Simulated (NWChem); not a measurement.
Species: HTeOI; SMILES I[Te]O

```xyz
4

Te     0.2586     1.1865    -0.0186
I      0.0416    -1.5185     0.0118
O     -1.6528     1.7146     0.0882
H     -2.0072     1.6942    -0.8116
```
Atoms are numbered in this order, from 1.

Level: PBE0/def2-SVP with def2 effective core potentials on Te, I (NWChem), optimised geometry, unscaled harmonic frequencies. def2 effective core potentials on Te, I; no spin-orbit coupling.

**Question.** List the harmonic frequencies with IR intensities, and the thermochemistry.

**Answer.** 
```tsv
frequency (cm⁻¹)	IR intensity (km/mol)
134	0.4
207	8.8
431	105.7
620	61.0
1013	55.5
3849	124.7
```

```yaml
zero_point_energy: 8.9 kcal/mol
thermal correction to the enthalpy at 298.15 K (with zero-point energy): 12.4 kcal/mol
heat capacity Cv: 12.5 cal/(mol K)
entropy at 298.15 K and 1 atm (symmetry number 1): 77.2 cal/(mol K)
```

Rigid rotor and harmonic oscillator.
